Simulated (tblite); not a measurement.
Compound: C5H8FNSi.
SMILES with atom numbers: `[CH:1]#[C:2][C@@H:3]1[CH2:4][Si@H:5]([CH2:6][F:7])[NH:8]1` (hydrogens: H9 on C1; H10 on C3; H11, H12 on C4; H13 on Si5; H14, H15 on C6; H16 on N8)

A start from a force field or distance geometry was refined with GFN2-xTB geometry optimisation, gas phase (tblite). Values at the start:

```json
{"coordinate": "C1≡C2", "start": "1.190 Å"}
{"coordinate": "C1–H9", "start": "1.076 Å"}
{"coordinate": "C2–C3", "start": "1.491 Å"}
{"coordinate": "C3–C4", "start": "1.480 Å"}
{"coordinate": "C3–N8", "start": "1.462 Å"}
{"coordinate": "C3–H10", "start": "1.106 Å"}
{"coordinate": "C4–Si5", "start": "1.841 Å"}
{"coordinate": "C4–H11", "start": "1.102 Å"}
{"coordinate": "C4–H12", "start": "1.137 Å"}
{"coordinate": "Si5–C6", "start": "1.853 Å"}
{"coordinate": "Si5–N8", "start": "1.772 Å"}
{"coordinate": "Si5–H13", "start": "1.441 Å"}
{"coordinate": "C6–F7", "start": "1.404 Å"}
{"coordinate": "C6–H14", "start": "1.115 Å"}
{"coordinate": "C6–H15", "start": "1.104 Å"}
{"coordinate": "N8–H16", "start": "1.066 Å"}
{"coordinate": "C2–C3–C4", "start": "116.0°"}
{"coordinate": "C2–C3–N8", "start": "108.3°"}
{"coordinate": "C3–C4–Si5", "start": "88.8°"}
{"coordinate": "C3–N8–Si5", "start": "92.1°"}
{"coordinate": "C4–C3–N8", "start": "88.1°"}
{"coordinate": "C4–Si5–C6", "start": "116.6°"}
{"coordinate": "C4–Si5–N8", "start": "68.9°"}
{"coordinate": "C6–Si5–N8", "start": "109.1°"}
```

How do these coordinates change at the GFN2-xTB level?

```tsv
coordinate	GFN2-xTB (Å or °)	change
C4–Si5	1.910	+0.069
C3–C4	1.542	+0.062
Si5–C6	1.913	+0.060
N8–H16	1.007	-0.059
Si5–N8	1.715	-0.057
C4–H12	1.084	-0.053
C2–C3	1.447	-0.044
C1–H9	1.049	-0.027
Si5–H13	1.468	+0.027
C6–H14	1.092	-0.023
C6–F7	1.382	-0.022
C4–H11	1.086	-0.016
C6–H15	1.092	-0.012
C3–H10	1.098	-0.008
C1≡C2	1.197	+0.007
C3–N8	1.464	+0.002
C4–C3–N8	96.5	+8.4
C4–Si5–N8	76.3	+7.4
C3–N8–Si5	98.1	+6.0
C6–Si5–N8	115.0	+5.9
C2–C3–N8	112.6	+4.3
C4–Si5–C6	119.9	+3.3
C2–C3–C4	114.5	-1.5
C3–C4–Si5	87.8	-1.0
```

The energy falls by 172.4 kJ/mol over 147 L-BFGS steps, the largest force on an atom goes from 6.33 to 0.009 eV/Å, and the atoms move by 0.805 Å rms after alignment. The bond that changes most is C4–Si5 (sp3 carbon bound to silicon to SiH silicon), which lengthens by 0.069 Å. Bonds longer at the end by more than 0.005 Å: 5 of 16; shorter: 10. Among the dihedrals that turn most is H13–Si5–N8–H16, from -168° to -55°. Rotational constants go from 4109, 917.0, 827.0 to 3923, 852.4, 801.3 MHz.

Its GFN2-xTB frequencies are all real (lowest 32 cm⁻¹). The numbers are those of one conformer.

These are computed values.
